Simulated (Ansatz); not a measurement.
3-silylprop-2-yn-1-amine (C3H7NSi), SMILES NCC#C[SiH3].

Coordinates come from a PBE0-D3(BJ)/def2-SVP optimisation. Other conformers were not sampled.

Two levels are set side by side: PBE/def2-SVPD (Ansatz, a quantum-chemistry and plane-wave program) and CAM-B3LYP/def2-SVPD (Ansatz). Energy differences of separate SCF runs at the same geometry; the states with an electron removed or added have multiplicity 2 and 2. Differences are taken from unrounded values.

| quantity | CAM-B3LYP | PBE | PBE minus CAM-B3LYP |
|---|---|---|---|
| vertical ionisation energy (eV) | 9.67 | 9.04 | -0.62 |
| vertical singlet–triplet gap (eV) | 5.06 | 4.79 | -0.27 |
